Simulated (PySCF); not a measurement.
**[Tb(NH2)2]+ at several levels of theory**

Computed with PySCF 2.14.0 (density fitting, no spin-orbit coupling) at the geometry relaxed with PBE0:

```xyz
7
[Tb(NH2)2]+ (singlet in the valence; each metal's 4f electrons, 8 of them, lie in its core potential, out of spins and levels)
Tb    0.0000   -0.7899    0.0295
N     1.6550   -0.0334    1.0397
H     2.6517   -0.1616    0.8507
H     1.5996    0.5769    1.8597
N    -1.6550   -0.0334    1.0397
H    -1.5996    0.5769    1.8597
H    -2.6517   -0.1616    0.8507
```

| level | basis | state | HOMO (eV) | gap (eV) | charge on Tb1 (e) | population of f-type functions on Tb1 (polarisation alone where 4f lies in the core) | dipole about the centre of mass (D) | largest force component (eV/Å) |
| --- | --- | --- | --- | --- | --- | --- | --- | --- |
| PBE0 | Tb lcecp-1-SVP with ECP54, N def2-SVP, H def2-SVP | singlet | -11.63 | 4.99 | 1.21 | 0.05 | 2.82 | 0.02 |
| PBE0 | Tb lcecp-1-TZVP with ECP54, N def2-TZVP, H def2-TZVP | singlet | -11.66 | 5.01 | 1.63 | 0.05 | 3.09 | 0.30 |

In the lcecp rows the 4f levels are missing from HOMO and gap, and the state counts the valence alone.

Charges are Mulliken's, which hang on the basis. The relaxation used the grid (50, 194), these runs (75, 302) or, all-electron (x2c bases, spin-free X2C Hamiltonian), (99, 590).

Task: A further run in the first row's basis gives HOMO (eV) -10.38, gap (eV) 3.02, charge on Tb1 (e) 1.07, population of f-type functions on Tb1 (polarisation alone where 4f lies in the core) 0.05, dipole about the centre of mass (D) 2.33, largest force component (eV/Å) 0.38. Which level was it?
A. PBE
B. CAM-B3LYP

Result: A. The others give HOMO -12.99 eV (CAM-B3LYP).

In the first row's basis the gap widens with exact exchange: 3.0 eV for PBE (none); 5.0 eV for PBE0 (a fixed share); 7.0 eV for CAM-B3LYP (rising or full at long range).

An lcecp potential fixes the number of 4f electrons, so in runs with it no electron can move into or out of that shell.
